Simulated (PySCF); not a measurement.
An unknown is described by computed data only.

Formula: C6H15P.

| Property | Result |
| --- | --- |
| Polarisability | 102.4 au [PBE0/def2-SVPD] |
| 13C NMR | chemical shifts (computed TMS as zero) by class: 44.7 (1 C), 32.7 (1 C), 32.6 (3 C), 8.5 (1 C) ppm [GIAO B3LYP/pcSseg-1] |
| Rotational structure | rotational constants A, B, C: 3.700, 1.126, 1.087 GHz [PBE0-D3(BJ)/def2-SVP] |
| Dipole | 1.24 D [PBE0/def2-SVPD] |
| Triplet | lowest triplet excitation (Tamm–Dancoff): 5.08 eV [TDA PBE0/def2-SVPD] |
| UV, first state | lowest singlet excitation: 5.97 eV (208 nm, f = 0.033) [TDDFT PBE0/def2-SVPD] |
| 1H NMR | chemical shifts (computed TMS as zero) by class: 3.15 (1 H), 1.36 (2 H), 1.04 (3 H), 1.01 (9 H) ppm [GIAO B3LYP/pcSseg-1] |

The electronic properties come from PySCF, for the isolated species, density fitting. Levels stand in brackets. One conformer (not necessarily the lowest) at the PBE0-D3(BJ)/def2-SVP geometry, without solvent, vibrations or thermal averaging. NMR values are class means; diastereotopic atoms form classes of their own.

Task: What is the compound? Reason from the data.

Result: Numbering: `[CH3:1][PH:2][CH2:3][C:4]([CH3:5])([CH3:6])[CH3:7]`. 6 carbons fall into 4 classes; from least to most shielded: sp3 carbon bound to phosphorus [C3] (44.7 ppm), quaternary sp3 carbon [C4] (32.7 ppm), methyl carbon [C5/C6/C7] (32.6 ppm, 3 C, up to 6.2 ppm apart in this geometry), sp3 carbon bound to phosphorus [C1] (8.5 ppm). Hydrogen classes from least to most shielded: 1 H on a phosphine phosphorus, P2 (3.15 ppm), 2 H on an sp3 carbon bound to phosphorus, C3 (1.36 ppm, a mean of values up to 1.1 ppm apart in this geometry), 3 H on an sp3 carbon bound to phosphorus, C1 (1.04 ppm, a mean of values up to 0.6 ppm apart in this geometry), 9 H on 3 methyl carbons, C5/C6/C7 (1.01 ppm, a mean of values up to 1.2 ppm apart in this geometry). By its constants the optimised geometry is an asymmetric top. Structure: `CPCC(C)(C)C`. The assignments are read from this structure; whether some other isomer fits the data as well wasn't checked.

Shape of the structure used: `[CH3:1][PH:2][CH2:3][C:4]([CH3:5])([CH3:6])[CH3:7]`: C1–P2–C3–C4 -177°, P2–C3–C4–C5 63°.
